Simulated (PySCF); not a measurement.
**Mayer bond orders and bond lengths**

Compound: C3H4F3NSi.
Numbering: `[H]/[N:1]=[CH:2]\[CH:3]=[CH:4]\[Si:5]([F:6])([F:7])[F:8]` (hydrogens: H9 on N1; H10 on C2; H11 on C3; H12 on C4)

Cartesian coordinates in Å at the GFN2-xTB level; atoms count from 1:
```
atom  x, y, z in Å
N1     3.0412   -0.2926   -0.4850
C2     2.0070   -0.1924    0.2258
C3     0.6291   -0.0601   -0.2365
C4    -0.4127    0.0403    0.5964
Si5   -2.1860    0.2095    0.0651
F6    -2.3673    0.2226   -1.5097
F7    -2.8875    1.5372    0.5750
F8    -3.1286   -0.9564    0.5815
H9     2.8738   -0.2779   -1.4916
H10    2.1547   -0.2051    1.3028
H11    0.4841   -0.0478   -1.3104
H12   -0.2065    0.0221    1.6606
```

Bond orders from the PBE0/pcSseg-1 density (PySCF). Geometry: GFN2-xTB, one conformer, isolated molecule.

Task: Where do the orders between heavy atoms depart from those drawn in the SMILES?

Result: The largest departure is 0.174, at C3–C4 (drawn double, 1.826).

Task: Set the Mayer orders of the bonds between heavy atoms beside their lengths.

Result: 
```
  bond  drawn as  length (Å)  Mayer order
 N1–C2    double       1.259        2.000
 C2–C3    single       1.459        1.046
 C3–C4    double       1.338        1.826
C4–Si5    single       1.859        0.898
Si5–F6    single       1.585        0.968
Si5–F7    single       1.586        0.983
Si5–F8    single       1.586        0.982
```

Bonds between the same two heavy elements. C–C: lowest C2–C3 (1.046, 1.459 Å), highest C3–C4 (1.826, 1.338 Å). F–Si: all 3 within 0.02 of one another (0.968 to 0.983).

Task: And the bonds to hydrogen?

Result: H–N: 0.94 (1 bond); C–H: 0.93 to 0.95 (3 bonds).

Task: Sum the orders of all bonds at each heavy atom with more than one neighbour and set the sums beside the valence in the SMILES.

Result: N1 2.942 (drawn 3), C2 3.998 (drawn 4), C3 3.820 (drawn 4), C4 3.657 (drawn 4), Si5 3.831 (drawn 4). Orders between atoms that aren't bonded are not in these sums.

The Mayer order sums products of elements of PS (density times overlap matrix) between the two atoms' basis functions, so it depends on the basis set.
